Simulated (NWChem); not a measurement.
System: SnP2H6; SMILES [SnH2]([PH2])[PH2]

Here is an NWChem input.

```
start job
memory heap 200 mb stack 900 mb global 1100 mb
geometry units angstroms noautosym nocenter noautoz
  Sn     0.000000     0.000000    -0.598452
  P     -2.162119     0.009881     0.757768
  P      2.162119    -0.009881     0.757768
  H      0.006450     1.408412    -1.608002
  H     -0.006450    -1.408412    -1.608002
  H     -1.677257    -1.030725     1.631369
  H     -1.668021     1.046389     1.631032
  H      1.677257     1.030725     1.631369
  H      1.668021    -1.046389     1.631032
end
basis spherical
  Sn library def2-svp
  P library def2-svp
  H library def2-svp
end
ecp
  Sn library def2-ecp
end
dft
  xc b3lyp
  iterations 150
end
property
  response 1 0.0773
end
task dft property
```

Structure relaxed at the PBE-D3(BJ)/def2-SVP level. def2 effective core potentials on Sn; no spin-orbit coupling.

Field at 589 nm.

**Question.** Give the results of this calculation. (B3LYP/def2-SVP with def2 effective core potentials on Sn.) Quantities: isotropic polarisability (bohr³); anisotropy (bohr³).

**Answer.** 
```json
{
  "isotropic polarisability (bohr³)": "95.3",
  "anisotropy (bohr³)": "43.7"
}
```
